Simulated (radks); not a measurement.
C I, configuration [He] 2s2 2p2 (the NIST ground configuration). Calculated with a radial shooting solver on a logarithmic mesh with Libxc functionals: scalar-relativistic Kohn-Sham, PBE, spin-polarised, spherical densities, point nucleus; open shells are filled with parallel spins first.

Radial electron density D(r) = 4 pi r^2 rho(r):

| r (bohr) | D(r) (e/bohr) | spin D(r) |
|---|---|---|
| 0.01784 | 0.4160 | -0.0000606 |
| 0.0198 | 0.5002 | -0.0000706 |
| 0.02215 | 0.6082 | -0.0000819 |
| 0.02457 | 0.7271 | -0.0000925 |
| 0.02749 | 0.8783 | -0.000103 |
| 0.0305 | 1.043 | -0.000109 |
| 0.03411 | 1.249 | -0.000110 |
| 0.03785 | 1.470 | -0.000101 |
| 0.04234 | 1.742 | -0.0000716 |
| 0.04698 | 2.029 | -0.0000166 |
| 0.05255 | 2.375 | 0.0000897 |
| 0.05831 | 2.729 | 0.000255 |
| 0.06522 | 3.144 | 0.000541 |
| 0.07236 | 3.555 | 0.000953 |
| 0.08094 | 4.016 | 0.00163 |
| 0.08981 | 4.450 | 0.00257 |
| 0.1005 | 4.909 | 0.00405 |
| 0.1115 | 5.308 | 0.00605 |
| 0.1247 | 5.685 | 0.00913 |
| 0.1383 | 5.965 | 0.0132 |
| 0.1547 | 6.163 | 0.0192 |
| 0.1717 | 6.232 | 0.0270 |
| 0.192 | 6.164 | 0.0384 |
| 0.2131 | 5.961 | 0.0526 |
| 0.2383 | 5.594 | 0.0728 |
| 0.2645 | 5.131 | 0.0972 |
| 0.2958 | 4.531 | 0.131 |
| 0.3282 | 3.921 | 0.170 |
| 0.3671 | 3.260 | 0.222 |
| 0.4074 | 2.691 | 0.280 |
| 0.4556 | 2.179 | 0.354 |
| 0.5056 | 1.831 | 0.434 |
| 0.5655 | 1.613 | 0.530 |
| 0.6275 | 1.556 | 0.628 |
| 0.7018 | 1.629 | 0.740 |
| 0.7788 | 1.786 | 0.841 |
| 0.8711 | 1.999 | 0.938 |
| 0.9665 | 2.187 | 1.01 |
| 1.081 | 2.332 | 1.06 |
| 1.2 | 2.381 | 1.07 |
| 1.342 | 2.324 | 1.04 |
| 1.489 | 2.172 | 0.980 |
| 1.665 | 1.919 | 0.881 |
| 1.848 | 1.630 | 0.767 |
| 2.067 | 1.297 | 0.631 |
| 2.293 | 0.9967 | 0.504 |
| 2.565 | 0.7101 | 0.377 |
| 2.846 | 0.4917 | 0.274 |
| 3.183 | 0.3124 | 0.185 |
| 3.532 | 0.1941 | 0.122 |
| 3.951 | 0.1095 | 0.0742 |
| 4.384 | 0.06056 | 0.0440 |
| 4.904 | 0.02983 | 0.0232 |
| 5.441 | 0.01437 | 0.0119 |
| 6.086 | 0.005985 | 0.00522 |
| 6.753 | 0.002418 | 0.00219 |
| 7.553 | 0.0008150 | 0.000764 |

D(r) has 2 maxima, at r = 0.173, 1.20 bohr, and minima at 0.622 bohr, inside which lie 2.14 electrons.
